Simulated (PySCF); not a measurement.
Hf(H)3(SH) (H4HfS), SMILES [SH][HfH3], multiplicity 1. Atoms are numbered in the order given.

```xyz
6

Hf    -0.0001     0.4247     0.0000
H      1.7787     0.9324     0.0000
H     -0.8623     1.0642    -1.5032
H     -0.8623     1.0642     1.5032
S     -0.0822    -1.9832     0.0000
H      1.2706    -1.9101     0.0000
```
Charge 0, spin multiplicity 1.

Geometry optimised at PBE0-D3(BJ)/def2-TZVP. The multiplicity is an assumed one; other spin states were not compared. The def2 effective core potentials stand for the cores of Hf; spin–orbit coupling is left out.

Calculation: B3LYP/def2-TZVPD run with PySCF.

Gas-phase values at a fixed geometry.

The total energy is -448.65482 hartree and the point group comes out as Cs. The highest occupied level comes out as -7.92 eV and the lowest empty level comes out as -2.31 eV. The orbital gap is 5.61 eV. The dipole moment is 0.68 D and the quadrupole, principal values (traceless, Buckingham form, about the centre of nuclear charge) is -2.81, -0.55, 3.36 D·Å. The mean static polarisability is 70.3 bohr³ (10.42 Å³) and the polarisability, principal values is 64.0, 64.4, 82.6 bohr³.
